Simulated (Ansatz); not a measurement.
`[SiH3]/N=C\S` + HCl → `[SiH3]/N=C/Cl` + H₂S at 500 K and 1 bar (substitution at a C–S bond).

Gas-phase electronic energies from Ansatz, PBE0-D4/def2-TZVP geometries. CBS: MP2 limit from def2 TZ/QZ plus the TZ coupled-cluster correction, frozen cores. This one scheme is used for every species. Double bonds are as drawn, so ΔE can hold a change between cis and trans. One conformer a species, not always the lowest.

```
        species  CCSD(T)/CBS energy (Eh)  H − E (kJ/mol)  S (J/(mol·K))
 `[SiH3]/N=C\S`               -782.60025           186.5          380.9
            HCl               -460.38127            32.5          201.9
`[SiH3]/N=C/Cl`               -844.00397           159.9          367.8
            H₂S               -398.97279            57.0          224.0
```

H − E and S are ideal-gas, rigid-rotor, harmonic terms from PBE0-D4/def2-TZVP, for one conformer and one mirror image of each species. 1 Eh = 2625.50 kJ/mol, R = 8.31446 J/(mol·K).

Problem. By hand: ΔE, ΔH, ΔS and ΔG.

Solution. ΔE = (-844.00397) + (-398.97279) − (-782.60025) − (-460.38127) = 0.00476 Eh = 12.5 kJ/mol. Δ(H − E) = 159.9 + 57.0 − 186.5 − 32.5 = -2.1, so ΔH = 10.4 kJ/mol. ΔS = 367.8 + 224.0 − 380.9 − 201.9 = 9.0 J/(mol·K). ΔG = 10.4 − 500 × (9.0)/1000 = 5.9 kJ/mol.

Problem. By hand: the equilibrium constant, and the temperature at which ΔG would vanish if ΔH and ΔS stayed fixed.

Solution. log₁₀ K = −ΔG/(RT ln 10) = -0.6. ΔG = 0 at ΔH/ΔS = 1156 K, though so small a ΔS makes that figure unsure.

TΔS isn't small against ΔH here. The sign of ΔG lies within the doubt. A doubt of 5 kJ/mol in ΔE shifts log₁₀ K by 0.5 here. Other conformers and mirror images would add mixing entropy, several J/(mol·K) or more a flexible species. These are equilibria of isolated gas molecules and say nothing of rates. Largest T1 diagnostic: 0.015 (customary marks: 0.02 for closed shells, 0.045 for open ones).
